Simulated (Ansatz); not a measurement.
```yaml
crystal:
  periodic: [false, false, false]
  atoms:
    - {symbol: C, position_ang: [0.498915, -2.377113, -0.382698]}
    - {symbol: Sc, position_ang: [0.775720, -0.191089, -0.388563]}
    - {symbol: O, position_ang: [2.401268, 0.312820, -1.149095]}
    - {symbol: C, position_ang: [-1.502434, 0.759919, -0.500232]}
    - {symbol: C, position_ang: [-0.610638, 1.847596, -0.358583]}
    - {symbol: C, position_ang: [-0.009353, 1.751624, 0.911443]}
    - {symbol: C, position_ang: [-0.530668, 0.605109, 1.553692]}
    - {symbol: C, position_ang: [-1.460821, -0.001504, 0.685635]}
    - {symbol: H, position_ang: [0.371962, -2.779655, 0.631268]}
    - {symbol: H, position_ang: [-0.392339, -2.688747, -0.943720]}
    - {symbol: H, position_ang: [1.359234, -2.889703, -0.829843]}
    - {symbol: H, position_ang: [3.191571, 0.702529, -1.510098]}
    - {symbol: H, position_ang: [-2.118352, 0.552235, -1.364770]}
    - {symbol: H, position_ang: [-0.414623, 2.612707, -1.096349]}
    - {symbol: H, position_ang: [0.727008, 2.431088, 1.316802]}
    - {symbol: H, position_ang: [-0.268094, 0.256952, 2.543479]}
    - {symbol: H, position_ang: [-2.018356, -0.904769, 0.881622]}
basis:
  gaussian: {orbitals: ANO-RCC-VTZP}
hamiltonian: {xc: {name: B97M-V}}
scf: {lower_state_search: off}
output: {forces: true}
```

```sh
$ ansatz run in.yaml --threads 2 --pin off --events-out ev --progress --plain --max-ram 20480MiB --backend cuda --devices 0, --max-vram 18GiB
```

Shortened log:

```
Functional definition: B97M-V
2513 factors; their error is unknown
mean field evaluation 1: about -29191.0482 eV, gradient 1.1e2 eV
mean field evaluation 2: about -28926.8650 eV, gradient 4.0e2 eV
mean field evaluation 4: about -29212.9670 eV, gradient 4.2e1 eV
mean field evaluation 8: about -29217.0954 eV, gradient 4.2e-1 eV
mean field evaluation 16: about -29217.0234 eV, gradient 4.5e-3 eV
mean field -29217.02338902 eV, -1073.7058055367 hartree, gradient 7.3e-6 eV, S^2 0.000000; 0 other end points of the search recorded, 0 dependent functions left out
reference -29217.02352576 eV, -1073.7058105618 hartree; 37, 37 occupied and 358, 358 virtual orbitals, 2513 factors
Total energy: -29217.02352576 eV, -1073.7058105618 hartree
Relativity: scalar
Atom 0 at     0.498915    -2.377113    -0.382698 Å, force     0.039253    -0.103488    -0.025048 eV/Å
Atom 1 at     0.775720    -0.191089    -0.388563 Å, force    -0.116787     0.072210     0.060760 eV/Å
Atom 2 at     2.401268     0.312820    -1.149095 Å, force     0.214808     0.082454    -0.099379 eV/Å
Atom 3 at    -1.502434     0.759919    -0.500232 Å, force    -0.049595    -0.055875    -0.088914 eV/Å
Atom 4 at    -0.610638     1.847596    -0.358583 Å, force     0.043644     0.098933    -0.063165 eV/Å
Atom 5 at    -0.009353     1.751624     0.911443 Å, force     0.085168     0.091923     0.016575 eV/Å
Atom 6 at    -0.530668     0.605109     1.553692 Å, force     0.030964    -0.069403     0.086727 eV/Å
Atom 7 at    -1.460821    -0.001504     0.685635 Å, force    -0.078306    -0.074919     0.032846 eV/Å
Atom 8 at     0.371962    -2.779655     0.631268 Å, force     0.005896     0.010191    -0.142870 eV/Å
Atom 9 at    -0.392339    -2.688747    -0.943720 Å, force     0.116234    -0.002612     0.083961 eV/Å
Atom 10 at     1.359234    -2.889703    -0.829843 Å, force    -0.142032     0.015746     0.070001 eV/Å
Atom 11 at     3.191571     0.702529    -1.510098 Å, force    -0.143616    -0.068812     0.065640 eV/Å
Atom 12 at    -2.118352     0.552235    -1.364770 Å, force     0.123777     0.044816     0.176585 eV/Å
Atom 13 at    -0.414623     2.612707    -1.096349 Å, force    -0.042663    -0.161249     0.154294 eV/Å
Atom 14 at     0.727008     2.431088     1.316802 Å, force    -0.154603    -0.143062    -0.083421 eV/Å
Atom 15 at    -0.268094     0.256952     2.543479 Å, force    -0.054892     0.073687    -0.200643 eV/Å
Atom 16 at    -2.018356    -0.904769     0.881622 Å, force     0.122748     0.189460    -0.043949 eV/Å
Dipole moment:     0.064405     0.399545    -0.007557 e Å
Checks for a lower state left out: stability, starts, cluster_reference, orbital_swaps, neighbouring_geometries, increment
```

Hardware: 2 threads of an AMD EPYC 7R13 on a shared host and a share of an NVIDIA H100 80 GB. Wall time 14 s, peak host memory 1.3 GiB.
